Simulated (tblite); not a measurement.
C33H16N2S5 (conjugated oligomer), SMILES CN(C)c1ccc(C#Cc2ccc(C#Cc3ccc(C#Cc4ccc(C#Cc5ccc(C#CC#N)s5)s4)s3)s2)s1 at step 0 of a GFN2-xTB optimisation (tblite, gas phase), coordinates in Å:

```
  1 C   -15.095    0.660    0.124
  2 N   -14.061   -0.331   -0.087
  3 C   -14.464   -1.689   -0.426
  4 C   -12.732    0.017   -0.001
  5 C   -12.208    1.263    0.300
  6 C   -10.784    1.302    0.309
  7 C   -10.233    0.077    0.027
  8 C    -8.833   -0.198   -0.026
  9 C    -7.656   -0.435   -0.077
 10 C    -6.265   -0.712   -0.133
 11 C    -5.717   -1.951   -0.393
 12 C    -4.290   -1.919   -0.385
 13 C    -3.804   -0.654   -0.120
 14 C    -2.416   -0.313   -0.058
 15 C    -1.256   -0.019    0.004
 16 C     0.125    0.319    0.080
 17 C     0.614    1.584    0.335
 18 C     2.040    1.612    0.339
 19 C     2.589    0.379    0.087
 20 C     3.989    0.101    0.030
 21 C     5.161   -0.130   -0.020
 22 C     6.559   -0.411   -0.080
 23 C     7.110   -1.647   -0.328
 24 C     8.530   -1.623   -0.330
 25 C     9.023   -0.353   -0.068
 26 C    10.398   -0.014    0.003
 27 C    11.569    0.277    0.058
 28 C    12.949    0.620    0.130
 29 C    13.435    1.883    0.387
 30 C    14.864    1.919    0.399
 31 C    15.415    0.681    0.139
 32 C    16.806    0.403    0.082
 33 C    17.983    0.164    0.030
 34 C    19.494   -0.143   -0.028
 35 N    20.630   -0.365   -0.083
 36 S    14.210   -0.507   -0.107
 37 S     7.763    0.775    0.160
 38 S     1.388   -0.809   -0.162
 39 S    -5.058    0.473    0.110
 40 S   -11.436   -1.098   -0.245
 41 H   -15.036    1.448   -0.629
 42 H   -15.007    1.110    1.123
 43 H   -16.098    0.230    0.055
 44 H   -15.557   -1.795   -0.438
 45 H   -14.118   -1.956   -1.425
 46 H   -14.089   -2.410    0.297
 47 H   -12.818    2.133    0.494
 48 H   -10.197    2.193    0.521
 49 H    -6.304   -2.839   -0.575
 50 H    -3.655   -2.779   -0.562
 51 H    -0.019    2.437    0.515
 52 H     2.636    2.508    0.523
 53 H     6.517   -2.542   -0.517
 54 H     9.162   -2.483   -0.509
 55 H    12.802    2.743    0.568
 56 H    15.447    2.815    0.579
```

Problem. What are the forces on the atoms (eV/Å)?

Solution. 
```
  1 C     0.07    0.12    0.19
  2 N    -0.12   -0.48   -0.02
  3 C    -0.13    0.35   -0.04
  4 C    -0.43    0.66    0.20
  5 C     0.40    0.20   -0.03
  6 C    -0.82    0.12    0.07
  7 C     2.00    0.82    0.22
  8 C    -2.35    0.32    0.05
  9 C     1.99   -0.28   -0.06
 10 C    -1.34   -0.69   -0.16
 11 C     1.05   -0.03    0.02
 12 C    -0.90   -0.03    0.00
 13 C     1.78   -0.78   -0.21
 14 C    -2.55   -0.52   -0.07
 15 C     2.38    0.45    0.12
 16 C    -1.43    0.58    0.05
 17 C     0.97   -0.07    0.01
 18 C    -0.81    0.54    0.12
 19 C     1.65    0.47    0.08
 20 C    -2.77    0.45    0.09
 21 C     2.72   -0.45   -0.10
 22 C    -1.52   -0.50   -0.08
 23 C     0.65   -0.51   -0.17
 24 C    -0.69    0.19    0.07
 25 C     1.30   -0.86   -0.19
 26 C    -1.22   -0.20   -0.06
 27 C     1.37    0.22    0.06
 28 C    -1.44    0.51    0.08
 29 C     1.01    0.21    0.09
 30 C    -0.95    0.11   -0.03
 31 C     1.19    0.75    0.17
 32 C    -1.45    0.15    0.03
 33 C     5.34   -1.12   -0.20
 34 C    -2.82    0.63    0.07
 35 N    -2.16    0.41    0.12
 36 S     0.01   -1.26   -0.25
 37 S    -0.04    1.29    0.27
 38 S    -0.06   -1.26   -0.24
 39 S    -0.18    1.38    0.29
 40 S    -0.66   -1.49   -0.37
 41 H     0.08    0.15   -0.01
 42 H     0.07    0.00   -0.15
 43 H     0.35   -0.17   -0.02
 44 H     0.30    0.30    0.09
 45 H     0.22   -0.08   -0.04
 46 H     0.26   -0.06    0.06
 47 H     0.13   -0.15   -0.03
 48 H    -0.28   -0.38   -0.10
 49 H     0.10    0.18    0.03
 50 H    -0.20    0.25    0.05
 51 H     0.11   -0.08   -0.02
 52 H    -0.32   -0.45   -0.09
 53 H     0.28    0.44    0.11
 54 H    -0.18    0.22    0.05
 55 H     0.20   -0.24   -0.06
 56 H    -0.18   -0.29   -0.05
```
